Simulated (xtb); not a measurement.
SiHF3, SMILES F[SiH](F)F. All values are semi-empirical tight-binding results from xtb (GFN2-xTB unless named), good for trends rather than for accurate numbers. The structure is a stationary point at GFN2-xTB.

point group as xtb finds it: C3v
orbital gap: 8.46 eV
dipole moment: 2.23 D
zero-point energy: 10.4 kcal/mol
G − E(el) at 298.15 K (modified RRHO): -6.4 kcal/mol
static polarisability (D4 model): 42.0 bohr³
solvation energy, GFN2-xTB/ALPB(water): 1.8 kcal/mol
solvation energy, GFN2-xTB/ALPB(hexane): 0.7 kcal/mol
